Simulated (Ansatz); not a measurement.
Frontier orbitals of `[CH3][In-]([CH3])([CH3])[PH3+]`.

Total charge 0; spin multiplicity 1. Correlated methods include outer-core shells of In, which these sets cover unevenly. In takes the def2 core potential. The structure was optimised at the PBE0-D4/def2-TZVP level. It is one conformer, not always the lowest. Basis def2-TZVPP, Ansatz 0.2.0.

```
             functional  HOMO (eV)  LUMO (eV)
HSE06 (plane-wave form)      -6.24      -0.40
```

Give HOMO and LUMO (eV) with LDA (SPW92), PBE, revPBE, BLYP, r2SCAN, B97M-V, PBE0, B3LYP, r2SCANh, r2SCAN0, BHLYP, CAM-B3LYP, LC-ωPBE, ωB97X-V, ωB97M-V. (Best estimate.)

The calculation gave: 
```
 functional   HOMO   LUMO
LDA (SPW92)  -5.68  -1.04
        PBE  -5.50  -0.91
     revPBE  -5.43  -0.84
       BLYP  -5.36  -0.80
     r2SCAN  -5.70  -0.65
     B97M-V  -5.76  -0.85
       PBE0  -6.63  -0.02
      B3LYP  -6.42  -0.26
    r2SCANh  -6.13  -0.33
    r2SCAN0  -6.78   0.14
      BHLYP  -7.66   0.78
  CAM-B3LYP  -7.94   0.92
    LC-ωPBE  -9.28   2.00
    ωB97X-V  -8.92   1.85
    ωB97M-V  -8.84   1.36
```

B3LYP here is the variant with VWN-RPA as its local correlation; programs differ in this. LC-ωPBE has ω = 0.4 bohr⁻¹. Positive LUMOs are unbound and depend on the basis.
